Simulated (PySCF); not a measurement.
A structure optimised at PBE-D3(BJ)/def2-SVP, used in a PySCF frequency run:

```xyz
7

Mo     0.0000     0.0000     0.0639
S     -0.3330     1.7328     1.2416
S      0.3330    -1.7328     1.2416
S     -1.9212    -0.2192    -1.2255
H     -1.6553    -1.5084    -1.5976
S      1.9212     0.2192    -1.2255
H      1.6553     1.5084    -1.5976
```

**Question.** Write its SMILES, formula and point group.

**Answer.** [S]=[Mo](=[S])([SH])[SH], H2MoS4, C2

**Question.** What are its rotational constants (standard atomic weights)?

**Answer.** 1.2625, 1.1243, 1.1220 GHz
